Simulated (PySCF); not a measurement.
# What a mistake does to a calculation on B2CH6O

All numbers below are calculated, not measured. The program is PySCF 2.14.0, an open-source quantum chemistry code, run on an isolated molecule that a program drew, which may never have been made. The molecule is B2CH6O (charge 0, singlet), drawn as the SMILES string `BCBO`.

Each row is a Hartree-Fock (HF) and frozen-core CCSD(T) single point in the cc-pVDZ basis, meant for a local HF minimum. Run 1 is clean. Each other run has one planted mistake out of seven kinds, and not every kind appears here: one electron removed, one electron added, multiplicity raised by two, geometry at a saddle point, minimal basis STO-3G, one bond length entered in bohr, all coordinates scaled. The reference is restricted for singlets and unrestricted otherwise, and also for a bond in bohr. Adding or removing an electron swaps singlet and doublet. Electrons count all cores. HOMO and LUMO are orbital energies over both spins, the gradient is its largest component, and the lowest frequency (negative if imaginary) is given only where the gradient is small. Bond lengths are over the 9 bonds as drawn. T1 is the CCSD diagnostic: over 0.02 (restricted) or 0.045 (unrestricted) a single reference is doubtful.

Geometry of the clean run:
```xyz
10
B2CH6O, angstrom
B    -2.7480   -0.5287   -1.4017
C    -1.5563   -0.3940   -0.3903
B    -0.4889   -1.5513   -0.5948
O    -0.1976   -2.4706    0.3510
H    -2.5679   -0.3470   -2.5761
H    -3.8518   -0.8370   -1.0382
H    -1.8861   -0.3209    0.6504
H    -1.0073    0.5216   -0.6584
H     0.1211   -1.6554   -1.6245
H    -0.6880   -2.3719    1.1534
```

| run | electrons | basis functions | <S^2> | HOMO (eV) | LUMO (eV) | gradient (hartree/bohr) | lowest frequency (cm^-1) | mean bond (Å) | longest bond (Å) | T1 | HF (hartree) | CCSD(T) (hartree) | mistake |
|---|---|---|---|---|---|---|---|---|---|---|---|---|---|
| 1 | 30 | 86 | 0.000 | -11.97 | 2.30 | 9.2e-06 | 69 | 1.2504 | 1.588 | 0.0137 | -165.64083 | -166.19843 | no fault |
| 2 | 30 | 86 | 2.020 | -6.38 | -2.22 | 9.6e-02 | - | 1.2504 | 1.588 | 0.0950 | -165.43643 | -165.99447 | multiplicity raised by two |
| 3 | 29 | 86 | 0.771 | -18.57 | -9.16 | 1.1e-01 | - | 1.2504 | 1.588 | 0.0298 | -165.25151 | -165.79446 | one electron removed |
| 4 | 30 | 86 | 0.689 | -10.57 | 1.93 | 2.4e-02 | - | 1.3585 | 2.068 | 0.0559 | -165.51607 | -166.07213 | ? |

**Which mistake was planted in run 4, and what did it cost?**

The mean bond changes by a factor of 1.086 and the longest by 1.302, so the molecule wasn't scaled as a whole. A length L in bohr read as angstrom grows by (1/0.5292 - 1) L = 0.890 L. The 9 bonds together grew by 9 x 0.1081 = 0.973 Å, which gives L = 1.093 Å. That is the length of one of the C-H bonds, 1.094 Å in the clean geometry. So the mistake is: one bond length entered in bohr. Subtracting run 1 and multiplying by 627.51 kcal/mol a hartree, the energy moved by 78.3 kcal/mol in HF and 79.3 kcal/mol in CCSD(T).

Cautions from the logs. Run 2: T1 is over the limit, so its CCSD(T) energy is less reliable; run 4: T1 is over the limit, so its CCSD(T) energy is less reliable.
